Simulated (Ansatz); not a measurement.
Consider the hydrogenolysis of the Si–F bond: `C=C[Si@@H](O)[Si@@H](O)F` + H₂ → `C=C[SiH](O)[SiH2]O` + H–F.

Computed with Ansatz on PBE0-D4/def2-TZVP structures; ΔE is electronic, products minus reactants. CCSD(T)/CBS is the MP2 limit (def2-TZVPP, def2-QZVPP) plus CCSD(T) − MP2 in def2-TZVPP, frozen cores. This one scheme is used for every species. DFT in def2-TZVPP. B3LYP here is the variant with VWN-RPA as its local correlation; programs differ in this. One conformer a species, not always the lowest.

`C=C[Si@@H](O)[Si@@H](O)F`:

Cartesian coordinates in Å:
```
C -1.830 1.133 -1.470
C -1.309 0.978 -0.255
Si -0.551 -0.610 0.317
O -0.846 -1.725 -0.868
Si 1.766 -0.345 0.616
O 1.985 0.582 1.949
F 2.426 -1.797 0.835
H -1.848 0.317 -2.186
H -2.264 2.074 -1.795
H -1.315 1.824 0.430
H -1.144 -1.026 1.623
H -0.434 -2.585 -0.780
H 2.509 0.232 -0.539
H 2.855 0.947 2.122
```

H₂:

Cartesian coordinates in Å:
```
H -0.288 0.165 0.170
H 0.288 -0.165 -0.170
```

`C=C[SiH](O)[SiH2]O`:

Cartesian coordinates in Å:
```
C -0.528 -0.720 2.000
C 0.148 -1.405 1.081
Si 0.388 -0.819 -0.661
O 1.968 -1.116 -1.071
Si -0.051 1.484 -0.854
O -1.602 1.757 -0.330
H -0.971 0.249 1.785
H -0.681 -1.101 3.006
H 0.563 -2.374 1.357
H -0.500 -1.582 -1.592
H 2.161 -1.235 -2.002
H 0.115 1.928 -2.273
H 0.925 2.281 -0.053
H -1.936 2.654 -0.390
```

H–F:

Cartesian coordinates in Å:
```
F 0.397 -0.229 -0.035
H -0.397 0.229 0.035
```

**Question.** Is it downhill or uphill in electronic energy at CCSD(T)/CBS, and by how much? (Best estimate.)

**Answer.** Ansatz gave: Uphill: ΔE = +133.1 kJ/mol.

**Question.** What do these levels give: PBE-D4, ωB97M-V, PBE, B3LYP, MP2/def2-TZVPP, CCSD(T)/def2-TZVPP? (Estimate.)

**Answer.** Ansatz gave: PBE-D4 130.4, ωB97M-V 137.6, PBE 129.8, B3LYP 137.5, MP2/def2-TZVPP 135.5, CCSD(T)/def2-TZVPP 131.0 kJ/mol.

Largest T1 diagnostic among the species: 0.012.
